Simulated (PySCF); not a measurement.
Which level of theory gave which numbers?

C3H7ClOSi.
SMILES: `CO/C=C\[SiH2]Cl`

The closed-shell ground state was solved 4 times with PySCF (density fitting, gas phase), always with PBE0, in these basis sets: 6-31G, STO-3G, pcSseg-1 and pcSseg-2. The structure is a single PBE0-D3(BJ)/def2-SVP conformer in the gas phase; no vibrational or solvent corrections.

```tsv
row	total energy (Eh)	HOMO (eV)	LUMO (eV)	dipole (D)
P	-943.0799	-7.04	-0.45	4.48
Q	-942.9141	-7.02	-0.35	4.77
R	-942.8057	-6.87	-0.04	5.59
S	-932.1919	-4.26	3.51	4.82
```

Problem. Which basis belongs to which row?

Solution. P = pcSseg-2, Q = pcSseg-1, R = 6-31G, S = STO-3G. From the lowest total energy up: pcSseg-2 (328 functions) 0 eV; pcSseg-1 (151 functions) +4.51 eV; 6-31G (76 functions) +7.46 eV; STO-3G (45 functions) +296.28 eV.

The values belong to the conformer `[CH3:1][O:2]/[CH:3]=[CH:4]\[SiH2:5][Cl:6]`: C1–O2–C3–C4 -176°, C3–C4–Si5–Cl6 -178°.
